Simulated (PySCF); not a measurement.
Work out the structure from these simulated measurements.

Formula: C6H10S.

| Item | Value |
| --- | --- |
| Polarisability | 104.7 au [PBE0/def2-SVPD] |
| NMR, other nuclei | isotropic shieldings of nuclei other than C and H, by class: 505 (1 S) ppm [GIAO PBE0/pcSseg-1] |
| Dipole | 1.80 D [PBE0/def2-SVPD] |
| Triplet | lowest triplet excitation (Tamm–Dancoff): 2.75 eV [TDA PBE0/def2-SVPD] |
| 13C NMR | chemical shifts (computed TMS as zero) by class: 140.9 (1 C), 139.4 (1 C), 133.8 (1 C), 117.6 (1 C), 21.6 (1 C), 21.5 (1 C) ppm [GIAO PBE0/pcSseg-1] |
| UV, first state | lowest singlet excitation: 4.38 eV (283 nm, f = 0.362) [TDDFT PBE0/def2-SVPD] |
| Rotational structure | rotational constants A, B, C: 4.683, 1.128, 0.919 GHz [GFN2-xTB] |

The electronic properties come from PySCF, for the isolated species, density fitting. Levels stand in brackets. One conformer (not necessarily the lowest) at the GFN2-xTB geometry, without solvent, vibrations or thermal averaging. Each NMR value is the plain mean over a class of atoms that symmetry, rotation or inversion makes alike.

Task: What is the compound? Reason from the data.

Result: Numbering: `[CH2:1]=[CH:2]/[C:3]([CH3:4])=[CH:5]\[S:6][CH3:7]`. Its formula, C6H10S, gives 2 degrees of unsaturation: 0 rings and 2 π bonds in the structure found. 6 carbons fall into 6 classes; from least to most shielded: alkene CH carbon [C2] (140.9 ppm), alkene CH carbon [C5] (139.4 ppm), fully substituted alkene carbon [C3] (133.8 ppm), terminal =CH2 carbon [C1] (117.6 ppm), S-methyl carbon [C7] (21.6 ppm), allylic carbon [C4] (21.5 ppm). The other shieldings belong to: 505 ppm, sulfide sulfur [S6]. S1 is mainly HOMO→LUMO (weight 0.95); the largest Löwdin shares of the orbital it empties are 0.36 on the sulfide sulfur, 0.17 on the fully substituted alkene carbon, 0.16 on an alkene CH carbon and 0.10 on the terminal =CH2 carbon, of the orbital it fills 0.23 on an alkene CH carbon, 0.23 on the terminal =CH2 carbon, 0.16 on an alkene CH carbon and 0.13 on the fully substituted alkene carbon. The optimised geometry has point group Cs and is an asymmetric top. Structure: `C=C/C(C)=C\SC`. Computed isomers that give other values at the same levels: `C=C(C)CC(C)=S` (13C chemical shifts (computed TMS as zero) by class: 278.7 (1 C), 154.8 (1 C), 120.9 (1 C), 68.5 (1 C), 41.8 (1 C), 23.6 (1 C) ppm); `S[C@H]1[C@@H]2CC[C@H]1C2` (13C chemical shifts (computed TMS as zero) by class: 53.8 (1 C), 46.9 (2 C), 38.0 (1 C), 29.2 (2 C) ppm); `C=CC[C@@H]1CCS1` (rotational constant A: 5.119 GHz; this holds for the one conformer computed). The assignments are read from this structure; whether some other isomer fits the data as well wasn't checked.

Shape of the structure used: `[CH2:1]=[CH:2]/[C:3]([CH3:4])=[CH:5]\[S:6][CH3:7]`: C1–C2–C3–C4 0°, C3–C5–S6–C7 180°.
